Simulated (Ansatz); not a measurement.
CH$_{4}$FGeN, SMILES `[F][GeH]1[CH2][NH]1`. Charge 0, multiplicity 1. All single points use the PBE0-D4/def2-TZVP geometry.

```xyz
8

F     1.815   -1.048    0.838
Ge    0.679   -0.620   -0.406
C    -0.977    0.058    0.228
N    -0.015    1.078   -0.312
H     1.193   -1.178   -1.720
H    -1.907   -0.022   -0.327
H    -1.115    0.013    1.307
H     0.327    1.719    0.392
```

Q: What is the dipole moment at ωB97M-V/def2-TZVPP? (Estimate.)

A: The calculation gave: 1.02 D, with components (-0.85, -0.41, -0.39) D in this frame, pointing from negative to positive charge.

Q: And with PBE, r2SCAN, B3LYP? (An estimate is asked.)

A: Ansatz gave: PBE 0.94 D, r2SCAN 0.99 D, B3LYP 1.04 D.

Q: Give the Mulliken charges with ωB97M-V, PBE, B3LYP in def2-TZVPP. (An estimate is asked.)

A: Ansatz gave: 
```tsv
atom	ωB97M-V	PBE	B3LYP
F1	-0.37	-0.33	-0.38
Ge2	0.54	0.47	0.54
C3	-0.23	-0.17	-0.18
N4	-0.36	-0.34	-0.38
H5	0.05	0.02	0.03
H6	0.12	0.10	0.11
H7	0.13	0.11	0.12
H8	0.11	0.15	0.13
```

B3LYP here is the variant with VWN-RPA as its local correlation; programs differ in this.
